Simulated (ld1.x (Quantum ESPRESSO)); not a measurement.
**Which change was made? (Mn, ultrasoft)**

manganese (Mn), ultrasoft, made with ld1.x (Quantum ESPRESSO) 7.5 (PBE, scalar-relativistic). Core [Ne], reference 3s2 3p6 3d5 4s1 4p1. Waves: 3s (bound): rcut 1.30, rcutus 1.60 bohr; 4s (bound): rcut 1.30, rcutus 1.60 bohr; 3p (bound): rcut 1.25, rcutus 1.50 bohr; 4p (bound): rcut 1.25, rcutus 1.50 bohr; 3d (bound): rcut 1.60, rcutus 2.15 bohr; 3d channel at -0.15 Ry: rcut 1.60, rcutus 2.15 bohr. Local part: all-electron potential smoothed inside 1.20 bohr (lloc = -1). Core correction: a·sin(br)/r model core inside 1.20 bohr. Augmentation charge: PSQ, radius 1.25 bohr.

Cutoffs, loose and tight: the cutoffs (Ry, on a coarse ladder) from which the occupation-weighted sum of valence levels, in a spherical-Bessel basis at the reference potential, stays within 10 and 1 mRy of its value at 400 Ry. They do not see the model core or the augmentation charge, which bear on the density cutoff. Test errors are all-electron minus pseudo excitation energies from the reference, over the configurations 3s2 3p6 3d5 4s2 4p0; 3s2 3p6 3d5 4s1 4p0; 3s2 3p6 3d5 4s0 4p0; 3s2 3p5 3d5 4s2 4p0; 3s2 3p6 3d6 4s1 4p0; 3s2 3p6 3d3 4s0 4p0; 3s2 3p6 3d5.5 4s1.5 4p0; variants that change the core or the reference have their own tests. The largest error is taken over the tests solved by every variant that gives reliable tests at all, those not shown here included: 3s2 3p6 3d5 4s0 4p0; 3s2 3p6 3d5 4s1 4p0; 3s2 3p6 3d5 4s2 4p0.

The base gives: outcome: generated, overlap not positive; bound ghosts: not determined (overlap not positive); largest test error (meV): -4.6.

On the changes marked as counting shells twice: ld1.x takes every shell without a wave as core, so the model core holds the marked electrons as well and exchange and correlation see them twice. This cancels in the reference configuration, but the file is broken for other ones, and its errors say nothing about a proper core correction.

(1) After one change the result is: outcome: generated; cutoff, loose: 60 Ry; cutoff, tight: 100 Ry; bound ghosts: none; largest test error (meV): -1.2. Which change was it?
A. waves 3p (bound): rcut 1.14, rcutus 1.20 bohr; 4p (bound): rcut 1.14, rcutus 1.20 bohr
B. local potential all-electron potential smoothed inside 1.98 bohr (lloc = -1)
C. type TM; waves now 3p (bound): rc 1.50 bohr; 3d (bound): rc 2.15 bohr; 3s (bound): rc 1.60 bohr; local potential the s channel; core correction full core density, not smoothed (it rises at the typed radius of 1.20 bohr, so ld1.x skipped the fit) (4p, 4s counted twice)

Results:

(1) A. The others give: local potential all-electron potential smoothed inside 1.98 bohr (lloc = -1) → outcome: generated; cutoff, loose: 50 Ry; cutoff, tight: 70 Ry; bound ghosts: none; largest test error (meV): -3.1 | type TM; waves now 3p (bound): rc 1.50 bohr; 3d (bound): rc 2.15 bohr; 3s (bound): rc 1.60 bohr; local potential the s channel; core correction full core density, not smoothed (it rises at the typed radius of 1.20 bohr, so ld1.x skipped the fit) (4p, 4s counted twice) → outcome: generated, misses its reference levels by 1.63 eV; cutoff, loose: 70 Ry; cutoff, tight: 110 Ry; bound ghosts: none; largest test error (meV): -3633. A file whose overlap is not positive is unfit for use, and its test errors describe a broken file.
